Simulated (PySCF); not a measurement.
Correlation energy of O²⁺ (oxygen, charge +2)

[He] 2s1 2p3, high-spin 5S determinant (an excited configuration). All numbers are calculated (PySCF 2.14, scalar relativity by spin-free X2C-1e, in aug-cc-pCVTZ-DK with one added diffuse shell each of s, p, d, f type (8s7p5d3f, 75 functions)). Frozen: 1s2; 4 electrons correlated.

```json
{"level": "CCSD", "correlation energy (mhartree)": "-33.80"}
{"level": "(T)", "correlation energy (mhartree)": "-0.13"}
{"level": "CCSD(T)", "correlation energy (mhartree)": "-33.93"}
```

Diagnostics: T1 = 0.0011, D1 = 0.0017, largest double amplitude 0.014.

Cost of the coupled-cluster step: roughly 5 core-seconds, for 4 correlated electrons.
